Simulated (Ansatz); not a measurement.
Question: Name a neutral molecule of Br, Cl, F, O, Sn and H with HOMO energy (ωB97M-V/def2-TZVPP) between -11.70 and -11.40 eV and HOMO–LUMO gap (B3LYP/def2-TZVPP) between 5.75 and 6.05 eV (Ansatz, PBE0-D4/def2-TZVP geometry).

Answer: `[OH][Sn]([F])([Cl])[Br]` (-11.59 eV, 5.86 eV). Other molecules can fit too; these were computed, each in one conformer that needn't be the lowest.

B3LYP here is the variant with VWN-RPA as its local correlation; programs differ in this.
